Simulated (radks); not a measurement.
Problem. All-electron atom: Dy in [Xe] 4f10 6s2. Method: Dirac Kohn-Sham, BLYP, spin-unpolarised, spherical densities, finite nucleus; open shells fill j = l - 1/2 first; Fermi nuclear charge, rms radius 5.2218 fm; computed with a radial shooting solver on a logarithmic mesh with Libxc functionals. Some entries of the table are withheld. Estimate them.

orbital  occ.  eigenvalue (eV)  <r> (bohr)  r(max) (bohr)
1s1/2       2        -53596.33     0.02112        0.01337
2s1/2       2              (1)     0.08922        0.07621
2p1/2       2        -8484.947     0.07437        0.05739
2p3/2       4        -7684.458     0.08143        0.06342
3s1/2       2        -1984.906      0.2341         0.2157
3p1/2       2        -1794.776      0.2238         0.2030
3p3/2       4        -1628.564      0.2372         0.2157
3d3/2       4        -1301.304         (2)         0.1708
3d5/2       6        -1265.003         (3)         0.1744
4s1/2       2        -392.1130      0.5299         0.4944
4p1/2       2        -317.1016      0.5404         0.4976
4p3/2       4        -279.9236      0.5710         0.5245
4d3/2       4        -156.3344      0.6036         0.5297
4d5/2       6        -149.6046      0.6146         0.5384
5s1/2       2         -48.5543       1.302          1.158
5p1/2       2         -28.4104       1.475          1.266
5p3/2       4         -23.7294       1.585          1.351
6s1/2       2          -3.6250       4.097          3.412
4f5/2       6          -3.2599      0.8739         0.5361
4f7/2       4          -2.3858      0.8979         0.5414
6p1/2       0              (4)         (5)            (6)
5d3/2       0              (7)       3.424          2.099
5d5/2       0              (8)       3.634          2.190
6p3/2       0              (9)        (10)           (11)

Solution. 
(1) 2s1/2 eigenvalue (eV): -8920.236
(2) 3d3/2 <r> (bohr): 0.2096
(3) 3d5/2 <r> (bohr): 0.2138
(4) 6p1/2 eigenvalue (eV): -1.1763
(5) 6p1/2 <r> (bohr): 5.808
(6) 6p1/2 r(max) (bohr): 4.625
(7) 5d3/2 eigenvalue (eV): -1.1620
(8) 5d5/2 eigenvalue (eV): -0.9769
(9) 6p3/2 eigenvalue (eV): -0.9671
(10) 6p3/2 <r> (bohr): 6.296
(11) 6p3/2 r(max) (bohr): 5.007
